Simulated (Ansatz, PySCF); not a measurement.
This Ansatz (a program for electronic structure) input computes a CAM-B3LYP/def2-TZVPD energy:

Ansatz 0.2 input:
```yaml
crystal:
  periodic: [false, false, false]
  atoms:
    - {symbol: C, position_ang: [-0.94041224, 0.77188622, -0.06851617]}
    - {symbol: C, position_ang: [0.37398335, 1.12530834, -0.18279948]}
    - {symbol: C, position_ang: [1.19519894, -0.09631898, -0.04266385]}
    - {symbol: C, position_ang: [0.35528975, -1.15557957, 0.15258777]}
    - {symbol: C, position_ang: [-0.98348464, -0.64491885, 0.14130909]}
    - {symbol: H, position_ang: [-1.79580188, 1.42540909, -0.12371382]}
    - {symbol: H, position_ang: [0.76672119, 2.11736370, -0.34694811]}
    - {symbol: H, position_ang: [2.27333472, -0.12385076, -0.08985335]}
    - {symbol: H, position_ang: [0.63312916, -2.18783030, 0.29076902]}
    - {symbol: H, position_ang: [-1.88083415, -1.23335468, 0.27024210]}
basis:
  gaussian:
    orbitals: def2-TZVPD
hamiltonian:
  xc: {name: CAM-B3LYP}
magnetization: {spin_polarized: true, initial_magnetization: 1}
output: {forces: true}
```

Problem. Write an input for the same energy in PySCF and say what it gives.

Solution. 
```python
from pyscf import gto, scf, dft

mol = gto.M(
    atom='''
    C    -0.94041224    0.77188622   -0.06851617
    C     0.37398335    1.12530834   -0.18279948
    C     1.19519894   -0.09631898   -0.04266385
    C     0.35528975   -1.15557957    0.15258777
    C    -0.98348464   -0.64491885    0.14130909
    H    -1.79580188    1.42540909   -0.12371382
    H     0.76672119    2.11736370   -0.34694811
    H     2.27333472   -0.12385076   -0.08985335
    H     0.63312916   -2.18783030    0.29076902
    H    -1.88083415   -1.23335468    0.27024210
    ''',
    basis='def2-tzvpd',
    charge=0,
    spin=1,
    verbose=4,
)

mf = dft.UKS(mol, xc='camb3lyp').density_fit(auxbasis='def2-universal-jkfit')
mf.grids.level = 3
mf.conv_tol = 1e-9
mf.max_cycle = 100
mf.max_memory = 1500
mf.kernel()
if not mf.converged:
    mf = mf.newton()
    mf.kernel(mf.make_rdm1())
for _ in range(2):
    mo, _, stable, _ = mf.stability(return_status=True)
    if stable:
        break
    mf.kernel(mf.make_rdm1(mo, mf.mo_occ))
mf.analyze()
```
It gives -193.41890 Eh, and Ansatz -193.41883 Eh, a difference of 0.07 mEh, from the treatment of integrals and grids.

It need not be the lowest isomer of its formula.
